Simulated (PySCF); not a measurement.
**Ionisation energy of Ir²⁺ by level of theory**

Ir²⁺ [Xe] 4f14 5d7 (4F) → Ir³⁺ [Xe] 4f14 5d6 (5D), as a difference of total energies. All numbers are calculated (PySCF 2.14, a scalar-relativistic core potential, in aug-cc-pwCVDZ-PP with ECP60MDF). Correlated levels: valence: 5s2 5p6 frozen; valence and next inner shell: nothing frozen outside the core potential. The calculations carry no spin-orbit coupling.

```
                                method  ionisation energy (eV)
                                   UHF                  27.468
                                   LDA                  29.542
                                   PBE                  29.311
                                  PBE0                  29.154
                                r2SCAN                  28.988
                               r2SCANh                  28.973
                             BHandHLYP                  29.046
                                  BLYP                  29.341
                                 wB97X                  29.141
                         MP2 (valence)                  28.629
                     SCS-MP2 (valence)                  28.769
    MP2 (valence and next inner shell)                  28.546
SCS-MP2 (valence and next inner shell)                  28.549
```

Q: How much does correlation contribute at MP2 (valence and next inner shell)?

A: 28.546 − (27.468) = 1.078 eV, measured against UHF.

The reference lies between the lowest fine-structure levels, while these numbers refer to the centres of the terms.

Errors of the correlated levels include the incompleteness of this basis and the frozen core.

For comparison: 28 ± 1.6 eV (theoretical estimate listed by NIST; NIST Atomic Spectra Database, ionization energies).
